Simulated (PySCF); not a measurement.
Predicted microwave data (PBE0/pcSseg-1 in PySCF (dipole) on a GFN2-xTB geometry, gas phase) for one isomer of C5H14Si2:

| Quantity | Value |
| --- | --- |
| Rotational constants | A = 2851, B = 788.8, C = 698.7 MHz |
| Dipole components | \|μa\| = 0.72 D, \|μb\| = 0.13 D, \|μc\| = 0.45 D |
| Inertial defect | -94.66 u·Å² |
| κ | -0.92 |

Task: Which candidate fits, each taken in the one conformer that was computed?
A. `[SiH3:1][SiH2:2][CH:3]1[CH2:4][CH2:5][CH2:6][CH2:7]1` with Si1–Si2–C3–C4 178°, Si2–C3–C4–C5 -166°, C3–C4–C5–C6 32°, C4–C5–C6–C7 -9°, C5–C6–C7–C3 -18°
B. `[CH3:1][CH:2]([CH3:3])[SiH2:4]/[CH:5]=[CH:6]/[SiH3:7]` with C1–C2–Si4–C5 -58°, C2–Si4–C5–C6 121°
C. `[CH2:1]=[CH:2][CH2:3][SiH2:4][CH2:5][SiH2:6][CH3:7]` with C1–C2–C3–Si4 101°, C2–C3–Si4–C5 55°, C3–Si4–C5–Si6 57°, Si4–C5–Si6–C7 173°
D. `[CH3:1][CH2:2][Si:3]1([CH3:4])[CH2:5][SiH2:6][CH2:7]1` with C1–C2–Si3–C4 179°
E. `[CH2:1]=[C:2]([CH3:3])[SiH2:4][CH2:5][CH2:6][SiH3:7]` with C1–C2–Si4–C5 -9°, C2–Si4–C5–C6 -69°, Si4–C5–C6–Si7 177°
F. `[CH3:1][CH:2]([CH3:3])[SiH:4]1[CH2:5][SiH2:6][CH2:7]1` with C1–C2–Si4–C5 -172°, C2–Si4–C5–Si6 110°, Si4–C5–Si6–C7 6°, C5–Si6–C7–Si4 -6°, C2–Si4–C7–Si6 -110°

Result: C. It is C=CC[SiH2]C[SiH2]C, a near-prolate asymmetric top, point group C1. The candidates at the same level (rigid rotor, commonest isotopes):

| SMILES | A (MHz) | B (MHz) | C (MHz) | μa (D) | μb (D) | μc (D) | Δ (u·Å²) | point group | rotor |
| --- | --- | --- | --- | --- | --- | --- | --- | --- | --- |
| C=C(C)[SiH2]CC[SiH3] | 3682 | 693.0 | 622.9 | 0.57 | 0.19 | 0.16 | -55.15 | C1 | near-prolate asymmetric top |
| [SiH3][SiH2]C1CCCC1 | 3865 | 851.3 | 742.4 | 0.91 | 0.13 | 0.17 | -43.73 | C1 | near-prolate asymmetric top |
| CC(C)[SiH]1C[SiH2]C1 | 3108 | 1074 | 1035 | 0.55 | 0.14 | 0.07 | -145.24 | C1 | near-prolate asymmetric top |
| CC[Si]1(C)C[SiH2]C1 | 2019 | 1457 | 1073 | 0.82 | 0.29 | 0.00 | -126.42 | near Cs | asymmetric top |
| C=CC[SiH2]C[SiH2]C | 2851 | 788.8 | 698.7 | 0.72 | 0.13 | 0.45 | -94.66 | C1 | near-prolate asymmetric top |
| CC(C)[SiH2]/C=C/[SiH3] | 4274 | 620.7 | 569.7 | 0.46 | 0.36 | 0.16 | -45.36 | C1 | near-prolate asymmetric top |

`CC(C)[SiH]1C[SiH2]C1` has C 48 % too high; `CC[Si]1(C)C[SiH2]C1` has B 85 % too high; `CC(C)[SiH2]/C=C/[SiH3]` has A 50 % too high; `C=C(C)[SiH2]CC[SiH3]` has A 29 % too high; `[SiH3][SiH2]C1CCCC1` has A 36 % too high. No structure here is proved a minimum.
